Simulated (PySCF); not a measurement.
Job for PySCF: R-M06-2X/def2-TZVPP on GeH2O (SMILES [OH][GeH]), a point of a torsion scan.

```python
from pyscf import gto, dft

mol = gto.M(
    atom='''
    O    -0.84967570    0.28992502    0.25007852
    Ge    0.82128720    0.57153314   -0.25231020
    H    -1.41931559   -0.36316972   -0.14868944
    H     0.75410206    2.17306570    0.18185049
    ''',
    basis='def2-tzvpp',
    charge=0, spin=0, verbose=4, max_memory=1800)
mf = dft.RKS(mol, xc='m062x').density_fit(auxbasis='def2-universal-jkfit')
mf.grids.level = 4
mf.conv_tol = 1e-9
mf.max_cycle = 150
mf.kernel()
mf.dip_moment()
```

Output:

```
PySCF version 2.14.0

[INPUT] verbose = 4
[INPUT] num. atoms = 4
[INPUT] num. electrons = 42
[INPUT] charge = 0
[INPUT] spin (= nelec alpha-beta = 2S) = 0
[INPUT] symmetry False subgroup None
[INPUT] Mole.unit = angstrom
[INPUT] Symbol           X                Y                Z      unit          X                Y                Z       unit  Magmom
[INPUT]  1 O     -0.849675700000   0.289925020000   0.250078520000 AA   -1.605654367698   0.547878884459   0.472579912437 Bohr   0.0
[INPUT]  2 Ge     0.821287200000   0.571533140000  -0.252310200000 AA    1.552007877611   1.080041105713  -0.476797176434 Bohr   0.0
[INPUT]  3 H     -1.419315590000  -0.363169720000  -0.148689440000 AA   -2.682117749425  -0.686291307535  -0.280982319215 Bohr   0.0
[INPUT]  4 H      0.754102060000   2.173065700000   0.181850490000 AA    1.425046363370   4.106499023686   0.343647621718 Bohr   0.0

nuclear repulsion = 100.119247399816
number of shells = 39
number of NR pGTOs = 178
number of NR cGTOs = 107
basis = def2-tzvpp
ecp = {}


******** <class 'pyscf.df.df_jk.DFRKS'> ********
method = DFRKS
initial guess = minao
damping factor = 0
level_shift factor = 0
DIIS = <class 'pyscf.scf.diis.CDIIS'>
diis_start_cycle = 1
diis_space = 8
diis_damp = 0
SCF conv_tol = 1e-09
SCF conv_tol_grad = None
SCF max_cycles = 150
direct_scf = False
XC library pyscf.dft.libxc version 7.1.2
    S. Lehtola, C. Steigemann, M. J. T. Oliveira, and M. A. L. Marques,  SoftwareX 7, 1–5 (2018)
XC functionals = m062x
    Y. Zhao and D. G. Truhlar,  Theor. Chem. Acc. 120, 215 (2008)
    Y. Zhao and D. G. Truhlar,  Theor. Chem. Acc. 120, 215 (2008)
radial grids:
    Treutler-Ahlrichs [JCP 102, 346 (1995); DOI:10.1063/1.469408] (M4) radial grids

becke partition: Becke, JCP 88, 2547 (1988); DOI:10.1063/1.454033
pruning grids: <function nwchem_prune>
grids dens level: 4
symmetrized grids: False
atomic radii adjust function: <function treutler_atomic_radii_adjust>
small_rho_cutoff = 0
Set gradient conv threshold to 3.16228e-05
Initial guess from minao.
tot grids = 89864
******** <class 'pyscf.df.df.DF'> ********
auxbasis = def2-universal-jkfit
init E= -2152.69337423597
  HOMO = -0.229772416729432  LUMO = -0.0886741794925143  gap/eV = 3.83948
cycle= 1 E= -2153.33051395385  delta_E= -0.637  |g|= 0.754  |ddm|= 1.65
  HOMO = -0.23016795641833  LUMO = -0.0548533834916825  gap/eV = 4.77055
cycle= 2 E= -2153.20649316749  delta_E= 0.124  |g|= 1.13  |ddm|= 0.908
  HOMO = -0.279202374150273  LUMO = -0.0550662764799981  gap/eV = 6.09905
cycle= 3 E= -2153.42399703011  delta_E= -0.218  |g|= 0.0954  |ddm|= 0.546
  HOMO = -0.278268248017525  LUMO = -0.0506903094332287  gap/eV = 6.19271
cycle= 4 E= -2153.4253275736  delta_E= -0.00133  |g|= 0.0349  |ddm|= 0.0621
  HOMO = -0.279591404925561  LUMO = -0.0506062483522527  gap/eV = 6.23100
cycle= 5 E= -2153.4254402575  delta_E= -0.000113  |g|= 0.00458  |ddm|= 0.0207
  HOMO = -0.279297872442534  LUMO = -0.0504540128959761  gap/eV = 6.22716
cycle= 6 E= -2153.42544541091  delta_E= -5.15e-06  |g|= 0.000989  |ddm|= 0.00647
  HOMO = -0.279326235178893  LUMO = -0.0505336002560028  gap/eV = 6.22576
cycle= 7 E= -2153.42544581599  delta_E= -4.05e-07  |g|= 0.000233  |ddm|= 0.00177
  HOMO = -0.279324591991717  LUMO = -0.0505327294922182  gap/eV = 6.22574
cycle= 8 E= -2153.42544585308  delta_E= -3.71e-08  |g|= 6.11e-05  |ddm|= 0.000674
  HOMO = -0.27932404025244  LUMO = -0.0505339217367649  gap/eV = 6.22570
cycle= 9 E= -2153.42544585664  delta_E= -3.55e-09  |g|= 1.83e-05  |ddm|= 0.000154
  HOMO = -0.279323291725511  LUMO = -0.0505340026389476  gap/eV = 6.22567
cycle= 10 E= -2153.42544585725  delta_E= -6.17e-10  |g|= 9.93e-06  |ddm|= 7.57e-05
  HOMO = -0.279323149366967  LUMO = -0.0505339819107107  gap/eV = 6.22567
Extra cycle  E= -2153.42544585734  delta_E= -8.37e-11  |g|= 4.23e-06  |ddm|= 1.76e-05
converged SCF energy = -2153.42544585734
Dipole moment(X, Y, Z, Debye):  0.00814, -1.12466, -0.94799
```

The run converged.

Cost: very roughly 9 core-seconds.
